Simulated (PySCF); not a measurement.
F5Te, SMILES F[Te](F)(F)(F)F, multiplicity 2.

The structure is a stationary point at PBE-D3(BJ)/def2-SVP. The isomer is the one that the SMILES or the coordinates give; other isomers of the formula were not compared. The def2 effective core potentials stand for the cores of Te; spin–orbit coupling is left out.

The numbers are results of PBE-D3(BJ)/def2-SVP (PySCF), not measurements.

Frequencies are harmonic and unscaled.

Modes within 1.5 cm⁻¹ of each other (mostly degenerate sets) share a row, with their intensities summed.

```
mode   ν (cm⁻¹)  IR (km/mol)  moving atoms (share of kinetic energy)
-----  --------  -----------  --------------------------------------
1           106          0.0                                 F 100 %
2–3         171          6.5                                  F 96 %
4           195         23.9                         F 71 %, Te 29 %
5           231          0.0                                 F 100 %
6–7         242         25.7                         F 89 %, Te 11 %
8–9         560          0.3                                 F 100 %
10–11       585        185.8                         F 74 %, Te 26 %
12          660         46.6                         F 86 %, Te 14 %
```
